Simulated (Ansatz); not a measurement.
Molecule: GeBr2 (charge -1, doublet). 
Coordinates optimised at B3LYP-D3(BJ)/def2-TZVP (Ansatz, an electronic-structure program):
```
Ge
Br 1 2.5363
Br 1 2.5363 2 101.18
```
Charge -1, spin multiplicity 2.

Basis-set convergence of Hartree-Fock and MP2 correlation energies (hartree) with Ansatz. Cores are frozen in the correlated levels unless marked. UHF or UKS for open shells. Spin-orbit coupling is left out. Frozen are the shells of the preceding noble gas and the d and f shells that filled before the atom's block. No relativistic terms.

```tsv
basis	functions	E(HF)	E(corr, MP2)
aug-cc-pVDZ	108	-7220.26437	-0.31899
aug-cc-pVTZ	177	(withheld)	(withheld)
```

Question: Fill in the missing entries.

Answer: 
- aug-cc-pVTZ, E(HF): -7220.48122
- aug-cc-pVTZ, E(corr, MP2): -0.41981
